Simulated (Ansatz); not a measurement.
CrCl3, SMILES [Cl][Cr]([Cl])[Cl] (connectivity only; charge and spin as stated), neutral, multiplicity 4.

Geometry: B3LYP-D3(BJ)/def2-SVP. A frequency run showed that this geometry is not a minimum. The spin state was assumed, not searched.

Two levels are set side by side: PBE/def2-SVPD (Ansatz, an electronic-structure program) and PBE0/def2-SVPD (Ansatz). Energy differences of separate SCF runs at the same geometry; the states with an electron removed or added have multiplicity 5 and 5. Differences are taken from unrounded values.

```
quantity                          PBE0
-------------------------------  -----
vertical ionisation energy (eV)  11.74
vertical electron affinity (eV)   3.54
```

Problem. What does PBE give, and how far is it from PBE0? (Estimate from the structure and the level; the computed values follow.)

Solution. 
```tsv
quantity	PBE	PBE minus PBE0
vertical ionisation energy (eV)	11.25	-0.49
vertical electron affinity (eV)	2.78	-0.75
```
